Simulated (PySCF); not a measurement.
## Spin-rotation constants: `N[SiH2][N-][SiH2]N([SiH3])[SiH3]`, [H12N3Si4]-, charge -1

Cartesian coordinates in Å; atom numbers follow the order of the lines, from 1:
```xyz
19

N    -3.7552    0.5392   -0.2616
Si   -2.4594    0.1388   -1.3962
N    -0.8891   -0.0091   -0.8095
Si   -0.2454    0.2185    0.6984
N     1.5494    0.1110    0.6036
Si    2.2175   -1.4578    0.6019
Si    2.3249    1.4685   -0.0803
H    -3.5862    1.4313    0.1825
H    -3.8057   -0.1394    0.4860
H    -2.6274    1.2108   -2.4093
H    -2.9826   -1.1090   -2.0056
H    -0.4076    1.5200    1.4160
H    -0.5417   -0.7573    1.7902
H     2.0270   -2.2564   -0.6193
H     1.6847   -2.2262    1.7358
H     3.6753   -1.3379    0.8123
H     3.7799    1.3195    0.1308
H     1.9119    2.6847    0.6354
H     2.1198    1.6905   -1.5187
```

Total charge -1.

Computed, not measured: GIAO wB97X-D/aug-pcSseg-1 magnetisability, rotational g tensor and spin-rotation constants, non-relativistic, gas phase (PySCF 2.14.0). Geometry: GFN2-xTB.

For an ion the centre-of-mass motion in the field is neglected.

Q: Give the nuclear spin-rotation constants along the inertial axes (H = +C I·J) beside the isotropic shieldings.

A: Rotational constants 2.2404, 0.5613, 0.5100 GHz. A star marks the isotopologue with that one atom substituted, in its own axes.
```tsv
atom	isotope	Caa (kHz)	Cbb (kHz)	Ccc (kHz)	mean (kHz)	σ (ppm)
N1	14N	0.095	0.033	0.022	0.050	220.2
N3	14N	0.152	0.047	0.029	0.076	172.5
N5	14N	0.060	0.039	0.011	0.037	239.6
H8	1H	-0.247	-0.018	-0.025	-0.097	31.6
H9	1H	-0.252	-0.011	-0.033	-0.098	31.8
H10	1H	-0.144	0.020	-0.018	-0.047	26.7
H11	1H	-0.132	0.010	-0.012	-0.044	26.7
H12	1H	-0.132	0.003	-0.001	-0.043	26.1
H13	1H	-0.132	0.017	-0.014	-0.043	26.1
H14	1H	-0.149	-0.033	0.021	-0.054	26.9
H15	1H	-0.165	0.000	-0.008	-0.058	27.1
H16	1H	0.135	-0.040	-0.041	0.018	27.1
H17	1H	0.141	-0.042	-0.041	0.020	27.2
H18	1H	-0.157	-0.010	-0.001	-0.056	27.2
H19	1H	-0.129	-0.032	0.015	-0.049	26.9
Si2	29Si*	-1.104	-0.359	-0.300	-0.588	400.0
Si4	29Si*	-1.163	-0.364	-0.277	-0.601	405.4
Si6	29Si*	-1.299	-0.286	-0.310	-0.632	405.5
```
For the geometry as given, no vibrational averaging.

Q: How do the rotational constants and the g tensor change when H8, H9, H10, H11, H12, H13, H14, H15, H16, H17, H18, H19 are replaced by deuterium?

A: Constants 1.8248, 0.5007, 0.4546 GHz; g -0.0563, -0.0211, -0.0197, against -0.0690, -0.0236, -0.0221 before.
